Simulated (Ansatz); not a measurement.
The cluster HfB₁₂. Total charge 0; triplet. Geometry PBE-D4/def2-SVP; atoms count from 1.

```xyz
13

Hf    0.7861   -0.9531   -0.3897
B    -1.6384   -0.9496   -0.5371
B    -1.3054   -1.5067    0.9077
B     1.2936    1.1297   -1.7367
B     1.1310    1.4413   -0.1768
B    -0.3279    1.2105   -1.1467
B     1.0545   -0.6368    2.1091
B    -0.5008   -0.0634    1.6205
B    -0.4714    1.1399    0.4940
B    -1.1352   -0.2322   -1.8568
B    -0.0993   -1.6880    1.9180
B     0.1754    0.3545   -2.5256
B     1.0377    0.7537    1.3200
```

In the def2 sets Hf takes a core potential; there is no spin–orbit coupling. At PBE0-D4/def2-TZVP a singlet of charge 0 lies 0.06 eV below the triplet, each at its own geometry. The structure comes from a short search, and lower isomers may exist.

Problem. Estimate the Mulliken populations from the PBE0/def2-TZVP orbitals of Ansatz.

Solution. 
| atom | charge (e) | spin (α − β) | d electrons |
| --- | --- | --- | --- |
| Hf1 | 0.20 | 0.57 | 2.40 |
| B2 | -0.08 | 0.06 | – |
| B3 | 0.09 | 0.20 | – |
| B4 | -0.19 | 0.20 | – |
| B5 | 0.13 | 0.15 | – |
| B6 | -0.08 | 0.06 | – |
| B7 | -0.19 | 0.20 | – |
| B8 | -0.08 | 0.06 | – |
| B9 | 0.29 | 0.14 | – |
| B10 | 0.09 | 0.20 | – |
| B11 | -0.16 | 0.00 | – |
| B12 | -0.16 | 0.01 | – |
| B13 | 0.13 | 0.15 | – |
Mulliken values and Mayer orders depend strongly on the basis.

Problem. Where does the spin sit?

Solution. Summed by element: Hf 0.57, B 1.43, of 2 unpaired in all. Largest on single atoms: Hf1 0.57, B10 0.20, B3 0.20.

Problem. And the Mayer bond orders between bonded heavy atoms (over 0.3)?

Solution. Hf1–B2 0.60 (2.43 Å); Hf1–B3 0.47 (2.52 Å); Hf1–B4 0.57 (2.53 Å); Hf1–B5 0.47 (2.43 Å); Hf1–B7 0.57 (2.53 Å); Hf1–B9 0.35 (2.60 Å); Hf1–B10 0.47 (2.52 Å); Hf1–B11 0.53 (2.58 Å); Hf1–B12 0.53 (2.58 Å); Hf1–B13 0.47 (2.43 Å); B2–B3 1.01 (1.58 Å); B2–B10 1.01 (1.58 Å); B3–B8 0.59 (1.80 Å); B3–B11 1.00 (1.58 Å); B4–B5 0.91 (1.60 Å); B4–B6 0.67 (1.73 Å); B4–B12 1.13 (1.57 Å); B5–B6 0.52 (1.77 Å); B5–B9 0.57 (1.76 Å); B5–B13 0.70 (1.65 Å); B6–B9 0.76 (1.65 Å); B6–B10 0.59 (1.80 Å); B6–B12 0.73 (1.70 Å); B7–B8 0.67 (1.73 Å); B7–B11 1.13 (1.57 Å); B7–B13 0.91 (1.60 Å); B8–B9 0.76 (1.65 Å); B8–B11 0.73 (1.70 Å); B8–B13 0.52 (1.77 Å); B9–B13 0.57 (1.76 Å); B10–B12 1.00 (1.58 Å).
